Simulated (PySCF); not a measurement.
SMILES [BiH3], PBE0/def2-SVP optimised geometry.

```
4

Bi    -0.90    -0.90     0.00
H     -0.90    -0.90    -1.80
H      0.90    -0.90     0.00
H     -0.90     0.90     0.00
```

Density from PBE0/def2-TZVP, def2 effective core potentials past Kr run with PySCF at that geometry. The core electrons that the potentials of Bi replace are not part of the density.

Minimum of the electron density along straight lines between bonded atoms, close to the bond critical point (lines longer than 1.1 times the sum of covalent radii, or with two minima, are not listed):

| bond | length / Å | ρ at the minimum / e bohr⁻³ | ∇²ρ there / e bohr⁻⁵ | position (fraction from the first atom) |
|---|---|---|---|---|
| Bi1–H2 | 1.796 | 0.110 | 0.03 | 0.65 |
| Bi1–H3 | 1.796 | 0.110 | 0.03 | 0.65 |
| Bi1–H4 | 1.796 | 0.110 | 0.03 | 0.65 |
